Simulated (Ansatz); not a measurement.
One change: `[SH][InH][SH]` becomes `[OH][InH][SH]`.

Ansatz, PBE0-D4/def2-TZVP geometries, multiplicity 1. Each molecule was computed in one conformer, which needn't be the lowest.

Elements past krypton have def2 core potentials.

```json
{"property": "HOMO–LUMO gap (PBE0/def2-TZVPP) / eV", "`[SH][InH][SH]`": "5.97"}
{"property": "HOMO–LUMO gap (B3LYP/def2-TZVPP) / eV", "`[SH][InH][SH]`": "5.47"}
{"property": "HOMO energy (PBE0/def2-TZVPP) / eV", "`[SH][InH][SH]`": "-7.40"}
{"property": "size of the dipole moment (ωB97M-V/def2-TZVPP) / D", "`[SH][InH][SH]`": "1.55"}
{"property": "HOMO energy (PBE/def2-TZVPP) / eV", "`[SH][InH][SH]`": "-6.22"}
{"property": "LUMO energy (PBE0/def2-TZVPP) / eV", "`[SH][InH][SH]`": "-1.43"}
```

Task: What does the change do to each property? (Estimate.)

Result: Computed: 
| property | `[OH][InH][SH]` | shift |
| --- | --- | --- |
| HOMO–LUMO gap (PBE0/def2-TZVPP) / eV | 6.27 | 0.30 |
| HOMO–LUMO gap (B3LYP/def2-TZVPP) / eV | 5.75 | 0.28 |
| HOMO energy (PBE0/def2-TZVPP) / eV | -7.50 | -0.10 |
| size of the dipole moment (ωB97M-V/def2-TZVPP) / D | 2.25 | 0.70 |
| HOMO energy (PBE/def2-TZVPP) / eV | -6.28 | -0.06 |
| LUMO energy (PBE0/def2-TZVPP) / eV | -1.23 | 0.20 |

With PBE0 the HOMO falls by 0.10 eV and the LUMO rises by 0.20 eV, so the gap widens by about 0.30 eV. PBE moves the HOMO by -0.06 eV and ωB97M-V by -0.14 eV. Dipoles are sizes alone; their direction can turn.

B3LYP here is the variant with VWN-RPA as its local correlation; programs differ in this.
